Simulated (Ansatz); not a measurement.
Reaction (cleavage of the Ge–Ge bond): `[OH][GeH]([F])[GeH3]` + H–F → `[OH][GeH]([F])[F]` + GeH₄

Computed with Ansatz on PBE0-D4/def2-TZVP structures; ΔE is electronic, products minus reactants. CCSD(T)/CBS adds triple-zeta CCSD(T) − MP2 to the extrapolated MP2 energy (def2 sets, frozen cores). This one scheme is used for every species. DFT in def2-TZVPP. For Ge outer-core shells are correlated without core-valence functions, which leaves a few kJ/mol of doubt a bond. Scalar relativity is left out up to krypton. One conformer a species, not always the lowest.

```tsv
species	BHLYP-D4 energy (Eh)
`[OH][GeH]([F])[GeH3]`	-4332.12228
H–F	-100.45188
`[OH][GeH]([F])[F]`	-2353.22775
GeH₄	-2079.36721
```

Question: Work out ΔE.

Answer: ΔE = (-2353.22775) + (-2079.36721) − (-4332.12228) − (-100.45188) = -0.02080 Eh = -54.6 kJ/mol. CCSD(T)/CBS gives -45.0 kJ/mol.

Question: What do rigid-rotor, harmonic-oscillator terms from PBE0-D4/def2-TZVP frequencies (298.15 K, 1 bar) make of the CCSD(T)/CBS value? (Estimate.)

Answer: The calculation gave: ΔZPE = -1.9 kJ/mol, ΔH = -50.7 kJ/mol, ΔS = -13 J/(mol·K), ΔG = -46.8 kJ/mol.

Largest T1 diagnostic among the species: 0.012.

From BLYP to BHLYP (50 % exact exchange), in def2-TZVPP and without D4, ΔE moves by −8.6 kJ/mol. In def2-TZVPP, CCSD(T) changes the Hartree–Fock value by +26.1 kJ/mol (the triples alone add +1.9 kJ/mol) and MP2 by +26.8 kJ/mol.
